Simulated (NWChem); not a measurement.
System: C$_{2}$H$_{7}$NSi; SMILES C/N=C\[SiH3]

Output (shortened):

```
             Northwest Computational Chemistry Package (NWChem) 7.3.0
             --------------------------------------------------------

                             Geometry "geometry" -> ""
                             -------------------------

 Output coordinates in angstroms (scale by  1.889725989 to convert to a.u.)

  No.       Tag          Charge          X              Y              Z
 ---- ---------------- ---------- -------------- -------------- --------------
    1 C                    6.0000    -0.77151800    -1.72919500     0.08969800
    2 N                    7.0000     0.61843000    -1.32345900     0.15988500
    3 C                    6.0000     0.92620700    -0.08783800     0.08411000
    4 Si                  14.0000    -0.19743000     1.45469700    -0.12171900
    5 H                    1.0000    -1.49501800    -0.90530200    -0.02934800
    6 H                    1.0000    -0.89238200    -2.42435600    -0.74975700
    7 H                    1.0000    -1.02156100    -2.28474800     1.00150000
    8 H                    1.0000     2.00160200     0.12548900     0.14643600
    9 H                    1.0000    -0.97590900     1.41393500    -1.38958900
   10 H                    1.0000    -1.15288600     1.60516100     1.00949700
   11 H                    1.0000     0.69961800     2.63961400    -0.14999200

 Effective nuclear repulsion energy (a.u.)     155.3359339828

                                 NWChem DFT Module
                                 -----------------

 Summary of "ao basis" -> "ao basis" (spherical)
 ------------------------------------------------------------------------------
       Tag                 Description            Shells   Functions and Types
 ---------------- ------------------------------  ------  ---------------------
 C                           6-31g*                  6       14   3s2p1d
 N                           6-31g*                  6       14   3s2p1d
 Si                          6-31g*                  8       18   4s3p1d
 H                           6-31g*                  2        2   2s

 in cosmo_initialize ...
 calling solv_data for solv:h2o

 solvent parameters
 solvname_short: h2o
 solvname_long:  water
 dielec:       78.4000
 dielecinf:     1.7769
 aqueous SMD model solvent descriptors
 dielec:       78.4000
 sola:          0.8200

[...]

                                COSMO-SMD solvation results
                                ---------------------------

             internal energy in gas <Psi(g)|H|Psi(g)> =      -424.627032687356
         internal energy in solvent <Psi(s)|H|Psi(s)> =      -424.626309792718
                               delta internal energy  =         0.000722894638 (    0.45 kcal/mol)
   total free energy in solvent <Psi(s)|H+V/2|Psi(s)> =      -424.632189533301
 polarization energy contribution <Psi(s)|V/2|Psi(s)> =        -0.005879740583 (   -3.69 kcal/mol)
    total free energy in solvent including G(SMD-CDS) =      -424.629252335745
                       G(SMD-CDS) energy contribution =         0.002937197555 (    1.84 kcal/mol)
     1 M fixed-concentration free energy of solvation =        -0.002219648390 (   -1.39 kcal/mol)

                       DFT Final Molecular Orbital Analysis
                       ------------------------------------

 Vector   18  Occ=2.000000D+00  E=-3.488420D-01
              MO Center=  5.8D-02,  1.9D+00, -1.4D-01, r^2= 2.4D+00
   Bfn.  Coefficient  Atom+Function         Bfn.  Coefficient  Atom+Function
  ----- ------------  ---------------      ----- ------------  ---------------
    49      0.326237   4 Si px               74      0.313906  11 H  s
    73      0.283993  11 H  s                50      0.230876   4 Si py
    70     -0.146063   9 H  s                72     -0.146018  10 H  s
    45     -0.136093   4 Si px               69     -0.136109   9 H  s
    71     -0.136064  10 H  s                46     -0.096151   4 Si py

 Vector   19  Occ=2.000000D+00  E=-3.028100D-01
              MO Center=  2.6D-01, -7.4D-01,  8.7D-02, r^2= 2.9D+00
   Bfn.  Coefficient  Atom+Function         Bfn.  Coefficient  Atom+Function
  ----- ------------  ---------------      ----- ------------  ---------------
    19      0.375447   2 N  pz               33      0.344035   3 C  pz
    23      0.254852   2 N  pz               37      0.237211   3 C  pz
     5     -0.188525   1 C  pz               64      0.136687   6 H  s
    66     -0.136639   7 H  s                70      0.133600   9 H  s
    72     -0.133711  10 H  s                63      0.128060   6 H  s

 Vector   20  Occ=2.000000D+00  E=-2.441922D-01
              MO Center=  5.3D-01, -8.0D-01,  1.1D-01, r^2= 2.7D+00
   Bfn.  Coefficient  Atom+Function         Bfn.  Coefficient  Atom+Function
  ----- ------------  ---------------      ----- ------------  ---------------
    17      0.347491   2 N  px               18     -0.316222   2 N  py
    22     -0.273233   2 N  py               20      0.251034   2 N  s
    21      0.245427   2 N  px               50     -0.212031   4 Si py
     3     -0.178453   1 C  px               68     -0.175174   8 H  s
    32      0.171515   3 C  py               49      0.163046   4 Si px

 Vector   21  Occ=0.000000D+00  E=-3.372600D-02
              MO Center=  5.3D-01, -2.5D-01,  6.8D-02, r^2= 3.0D+00
   Bfn.  Coefficient  Atom+Function         Bfn.  Coefficient  Atom+Function
  ----- ------------  ---------------      ----- ------------  ---------------
    23      0.465588   2 N  pz               37     -0.426512   3 C  pz
    19      0.418821   2 N  pz               55     -0.409078   4 Si pz
    70     -0.373682   9 H  s                72      0.373741  10 H  s
    33     -0.357293   3 C  pz               64      0.162888   6 H  s
    66     -0.162848   7 H  s                51     -0.153337   4 Si pz

[...]
```

Level: B3LYP/6-31G* (spherical d), SMD on the gas-phase geometry. Coordinates come from a B3LYP/6-31G* (spherical d) optimisation. Solvent: water.

Task: Which NWChem input produces such a log?

Result: Several could match; the one computed here: the input that was run:
```
start job
memory heap 200 mb stack 900 mb global 1100 mb
geometry units angstroms noautosym nocenter noautoz
  C     -0.771518    -1.729195     0.089698
  N      0.618430    -1.323459     0.159885
  C      0.926207    -0.087838     0.084110
  Si    -0.197430     1.454697    -0.121719
  H     -1.495018    -0.905302    -0.029348
  H     -0.892382    -2.424356    -0.749757
  H     -1.021561    -2.284748     1.001500
  H      2.001602     0.125489     0.146436
  H     -0.975909     1.413935    -1.389589
  H     -1.152886     1.605161     1.009497
  H      0.699618     2.639614    -0.149992
end
basis spherical
  * library 6-31g*
end
dft
  xc b3lyp
  iterations 150
end
cosmo
  do_cosmo_smd true
  solvent water
end
task dft energy
```
